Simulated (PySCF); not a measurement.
## Computed data sheet: `FC[C@H]1C(CCC#N)=N1`

Compound: C6H7FN2.
Structure used (GFN2-xTB), in Å, numbered top down from 1:
```
atom  x, y, z in Å
N1    -3.7109    2.2327   -0.2831
C2    -2.9595    1.3810   -0.4066
C3    -1.9947    0.3190   -0.5398
C4    -0.8451    0.5046    0.4634
C5     0.1217   -0.5799    0.3773
N6     0.4523   -1.6691   -0.1535
C7     1.3960   -1.1004    0.8632
C8     2.6863   -0.4925    0.3790
F9     2.8085    0.8022    0.8499
H10   -1.6077    0.3195   -1.5624
H11   -2.4937   -0.6384   -0.3658
H12   -1.2330    0.5414    1.4874
H13   -0.3236    1.4519    0.2871
H14    1.4310   -1.5911    1.8293
H15    2.7066   -0.4307   -0.7140
H16    3.5583   -1.0412    0.7448
```

Structural features include: nitrile, C–F bond and three-membered ring with nitrogen.

GFN2-xTB geometry:

| Item | Value |
| --- | --- |
| Point group of the GFN2-xTB geometry | C1 |
| Rotational constants A, B, C of the GFN2-xTB geometry | 3.929, 0.674, 0.598 GHz |

From PBE0/def2-SVPD ground state and vertical TDDFT (core frozen in the response) (PySCF):

| Property | Result |
| --- | --- |
| Dipole moment | 2.83 D |
| HOMO energy | -8.18 eV |
| LUMO energy | -0.96 eV |
| HOMO–LUMO gap | 7.22 eV |
| Lowest singlet excitation | 5.25 eV (236 nm, f = 0.001) |
| Strongest line among the 6 lowest singlet transitions | S6 at 7.77 eV (160 nm, f = 0.183) |
| Lowest triplet excitation (Tamm–Dancoff) | 4.51 eV |
| Static isotropic polarisability | 79.1 au |
| Electronic spatial extent ⟨r²⟩ about the centre of nuclear charge | 1742 bohr² |

**PBE0/pcSseg-1 ground state and GIAO shieldings, non-relativistic (PySCF)**

| Property | Result |
| --- | --- |
| Lowest Hirshfeld atomic charge | -0.22 e on N1 |
| Highest Hirshfeld atomic charge | +0.10 e on C5 |
| 13C chemical shifts (computed TMS as zero) by class | 183.2 (C5), 122.9 (C2), 94.9 (C8), 32.2 (C7), 31.1 (C4), 13.1 (C3) ppm |
| 1H chemical shifts (computed TMS as zero) by class | 5.47 (H16), 3.81 (H15), 3.70 (H13), 3.43 (H12), 2.82 (H11), 2.78 (H10), 2.04 (H14) ppm |
| Isotropic shieldings of nuclei other than C and H, by class | -55 (N6), -34 (N1), 423 (F9) ppm |
| Mayer bond orders between heavy atoms | N1–C2 3.07, C2–C3 1.02, C3–C4 1.00, C4–C5 1.03, C5–N6 1.82, N6–C7 0.92, C7–C8 1.02, C8–F9 0.89, C7–C5 0.98 |

Monoisotopic mass from the formula: 126.0593 u.

The principal polarisabilities are 61.0, 70.3 and 106.0 au; their mean is the isotropic value. The largest Löwdin shares of the LUMO are 0.37 on N6, 0.34 on C5, 0.10 on C4 and 0.05 on C7. The polarisability is 11.72 Å³ as a volume (1 au = 0.148185 Å³), or 1.20 au for each of the 66 electrons. The dipole matches unit charges of opposite sign 0.59 Å apart (1 e·Å = 4.8032 D). No computed singlet falls in the visible range (750 to 380 nm, 1.65 to 3.26 eV); S1 lies 1.99 eV above its blue end. The largest Löwdin shares of the HOMO are 0.38 on N6, 0.27 on C7 and 0.18 on C5.

Geometry: GFN2-xTB, one conformer, isolated molecule.

For the NMR shielding job (PBE0/pcSseg-1), hardware: AMD EPYC 9R14, one thread, on a shared host. Cost: 18 s wall, 0.83 GiB resident at most.
